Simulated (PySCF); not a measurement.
Vertical excitations of a molecule C₄H₇ClSi from TDA-PBE/def2-SVPD (PySCF), as energy in eV (oscillator strength): 4.06 (0.001), 5.54 (0.004), 5.75 (0.016), 5.90 (0.074), 5.98 (0.048), 6.02 (0.009), 6.13 (0.003), 6.31 (0.298), 6.50 (0.008), 6.57 (0.002). Lowest triplet (TDA): 3.63 eV. Geometry: B3LYP-D3(BJ)/def2-SVP. The values are those of a single conformer.

Problem. Which molecule gave these data?
A. [SiH3]/C=C/C=C\Cl
B. CC1=C[Si@H](Cl)C1
C. C[SiH2]C=C=CCl
D. CC([SiH3])=C=CCl

Solution. C, C[SiH2]C=C=CCl
